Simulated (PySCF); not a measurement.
Disilicic acid, SMILES O[Si](O)(O)O[Si](O)(O)O (H6O7Si2) (GFN2-xTB optimised geometry):

```
15

O      2.011    -1.876     0.000
Si     0.393    -1.876     0.000
O     -0.193    -2.620    -1.307
O     -0.110    -2.637     1.334
O     -0.098    -0.310     0.000
Si    -1.533     0.374    -0.270
O     -1.272     1.876    -0.836
O     -2.333    -0.592    -1.312
O     -2.471     0.508     1.042
H      2.471    -1.552    -0.768
H     -1.084    -2.378    -1.557
H      0.311    -2.438     2.166
H     -0.589     2.013    -1.486
H     -3.276    -0.473    -1.383
H     -2.193     1.086     1.747
```

Level of theory: B3LYP/def2-TZVP (PySCF).

What are the frontier orbital energies and the dipole moment?

HOMO-2 -9.13 eV, HOMO-1 -8.95 eV, HOMO -8.66 eV, LUMO -0.15 eV, LUMO+1 0.68 eV; dipole moment 2.55 D.

On the same geometry PBE/def2-TZVP run with PySCF gives HOMO-2 -7.62 eV, HOMO-1 -7.44 eV, HOMO -7.17 eV, LUMO -0.65 eV, LUMO+1 0.19 eV; dipole moment 2.46 D.

Meta-Löwdin charges at B3LYP/def2-TZVP: O1 -0.77, Si2 1.65, O3 -0.77, O4 -0.76, O5 -0.86, Si6 1.65, O7 -0.77, O8 -0.77, O9 -0.76, H10 0.36, H11 0.36, H12 0.36, H13 0.36, H14 0.37, H15 0.36.
